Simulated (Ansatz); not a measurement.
The same molecule with X = B, Al, Ga. Ansatz, PBE0-D4/def2-TZVP geometries, multiplicity 1. Each molecule was computed in one conformer, which needn't be the lowest.

Scalar relativity is left out up to krypton.

```
 X         molecule  mean X–C bond length / Å  mean X–H bond length / Å  LUMO energy (ωB97M-V/def2-TZVPP) / eV  size of the dipole moment (ωB97M-V/def2-TZVPP) / D  size of the dipole moment (PBE/def2-TZVPP) / D
Al  `CO[CH2][AlH2]`                     1.971                     1.588                                   0.22                                                1.38                                            1.32
Ga  `CO[CH2][GaH2]`                     1.992                     1.571                                   0.26                                                1.59                                            1.54
```

(1) Give the row for X = B, `BCOC`. (Best estimate.)

Answers

(1) Ansatz gave: 
```
X  molecule  mean X–C bond length / Å  mean X–H bond length / Å  LUMO energy (ωB97M-V/def2-TZVPP) / eV  size of the dipole moment (ωB97M-V/def2-TZVPP) / D  size of the dipole moment (PBE/def2-TZVPP) / D
B    `BCOC`                     1.546                     1.196                                   0.56                                                1.54                                            1.51
```

From B to Ga the mean X–C bond length rises at each step, by 0.446 Å in all; the mean X–H bond length isn't monotonic: highest at Al, lowest at B; the LUMO energy (ωB97M-V/def2-TZVPP) isn't monotonic: highest at B, lowest at Al. Dipoles are sizes alone, and their direction can turn along the series.
